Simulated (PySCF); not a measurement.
CCl₃, multiplicity 2. Atoms are numbered in the order given.

```xyz
4

Cl    -1.4716    -0.8496    -0.0324
C      0.0000     0.0000     0.2758
Cl     1.4716    -0.8496    -0.0324
Cl     0.0000     1.6993    -0.0324
```
Charge 0, spin multiplicity 2.

The structure is a stationary point at B3LYP-D3(BJ)/def2-SVP. The isomer is the one that the SMILES or the coordinates give; other isomers of the formula were not compared.

Calculation: PBE0/def2-TZVPD (PySCF).

Mulliken values depend strongly on the basis, most of all with diffuse functions as here. ESP charges are fitted to the potential on shells at 1.4 to 2.0 van der Waals radii. Atomic charges (e):

```json
[
 {"atom": "Cl1", "ESP fit": "0.03", "meta-Löwdin": "0.03", "Mulliken": "-0.18", "Mulliken spin": "0.08"},
 {"atom": "C2", "ESP fit": "-0.09", "meta-Löwdin": "-0.09", "Mulliken": "0.53", "Mulliken spin": "0.77"},
 {"atom": "Cl3", "ESP fit": "0.03", "meta-Löwdin": "0.03", "Mulliken": "-0.18", "Mulliken spin": "0.08"},
 {"atom": "Cl4", "ESP fit": "0.03", "meta-Löwdin": "0.03", "Mulliken": "-0.18", "Mulliken spin": "0.08"}
]
```
